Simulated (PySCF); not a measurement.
AlGeH8NSi, AlGeH5N2 (calculated)

All values are calculated (PySCF 2.14.0). Calculation on a computer-drawn molecule: the log of a Hartree-Fock and frozen-core CCSD(T) single point meant for a local Hartree-Fock minimum, with one planted fault or none, to be diagnosed. Offsets are logged minus clean, where the clean run is the same molecule without the fault. The reference is restricted for singlets and unrestricted otherwise, and also for a bond in bohr or an excited solution. Adding or removing an electron swaps singlet and doublet. The excited solution moves the top pair (singlet) or top alpha electron (doublet) to the lowest empty orbital. Highest occupied and lowest empty are orbital energies over both spins, largest force is the largest gradient component, triples share is (T) over the correlation energy, the T1 limit is 0.02 restricted and 0.045 unrestricted, electrons count all cores, a negative frequency is imaginary (commonest isotopes), and the dipole is about the centre of nuclear charge; on germanium a core potential holds 10 electrons, which the energies leave out, and 3d is frozen in MP2 and coupled-cluster steps.

Common to all runs: meant charge 0; meant multiplicity 1; meant basis cc-pV(D+d)Z; meant basis and core potential on germanium cc-pVDZ-PP ECP10MDF; logged SCF converged yes; logged CC converged yes; logged SCF stable within its kind yes; possible faults no fault, one electron removed, one electron added, multiplicity raised by two, geometry at a saddle point, SCF held on an excited solution, minimal basis STO-3G, one bond length entered in bohr, all coordinates scaled.

```json
{"entry": 1, "formula": "AlGeH8NSi", "logged_structure": {"atoms_angstrom": [["N", -1.757, -0.1482, -0.2072], ["Al", -0.3844, -0.0048, 0.8904], ["Ge", 1.1541, 1.9549, 0.6799], ["Si", 3.3739, 1.3876, -0.0692], ["H", -2.4177, -0.9037, -0.2038], ["H", -2.006, 0.51, -0.922], ["H", -0.1714, -1.1503, 1.958], ["H", 1.3142, 2.67, 2.036], ["H", 0.5974, 3.0073, -0.2989], ["H", 4.0022, 0.4316, 0.8757], ["H", 3.3107, 0.742, -1.4044], ["H", 4.2357, 2.5897, -0.1687]]}, "given": {"logged_electrons": 74, "logged_basis_functions": 123, "logged_spin_squared": 2.0368, "logged_highest_occupied [eV]": -4.7657, "logged_lowest_empty [eV]": -1.0007, "logged_largest_force [hartree/bohr]": 0.091598, "logged_T1_diagnostic": 0.014604, "logged_D1_diagnostic": 0.052764, "logged_triples_share": 0.024463, "logged_dipole_magnitude [debye]": 8.1148, "logged_energy_HF [hartree]": -883.22665, "logged_energy_CCSD(T) [hartree]": -883.71663, "drawn_bonds_atom": [1, 2, 3, 1, 1, 2, 3, 3, 4, 4, 4], "drawn_bonds_other_atom": [2, 3, 4, 5, 6, 7, 8, 9, 10, 11, 12], "drawn_bonds_order": [1, 1, 1, 1, 1, 1, 1, 1, 1, 1, 1]}, "results": {"planted_fault": "multiplicity raised by two", "HF_energy_offset_from_clean_run [kcal/mol]": 98.44, "CCSD(T)_energy_offset_from_clean_run [kcal/mol]": 117.5}}
{"entry": 2, "formula": "AlGeH5N2", "logged_structure": {"atoms_angstrom": [["N", -0.7796, -0.6889, 2.5361], ["Al", 0.3959, -1.6989, 1.6713], ["Ge", 2.6091, -0.6071, 0.802], ["N", 1.8353, 0.9873, 0.3716], ["H", -1.658, -1.0083, 2.9029], ["H", -0.6538, 0.2772, 2.7755], ["H", -0.0324, -3.2215, 1.4966], ["H", 0.873, 1.2524, 0.4597], ["H", 2.3819, 1.7315, -0.0216]]}, "given": {"logged_electrons": 65, "logged_basis_functions": 99, "logged_spin_squared": 0.7608, "logged_highest_occupied [eV]": -0.14302, "logged_lowest_empty [eV]": 6.6094, "logged_largest_force [hartree/bohr]": 0.042169, "logged_T1_diagnostic": 0.022008, "logged_D1_diagnostic": 0.10746, "logged_triples_share": 0.028442, "logged_dipole_magnitude [debye]": 3.9719, "logged_energy_HF [hartree]": -647.12738, "logged_energy_CCSD(T) [hartree]": -647.68314, "drawn_bonds_atom": [1, 2, 3, 1, 1, 2, 4, 4], "drawn_bonds_other_atom": [2, 3, 4, 5, 6, 7, 8, 9], "drawn_bonds_order": [1, 1, 1, 1, 1, 1, 1, 1]}, "results": {"planted_fault": "one electron added", "HF_energy_offset_from_clean_run [kcal/mol]": 10.74, "CCSD(T)_energy_offset_from_clean_run [kcal/mol]": 5.917}}
```
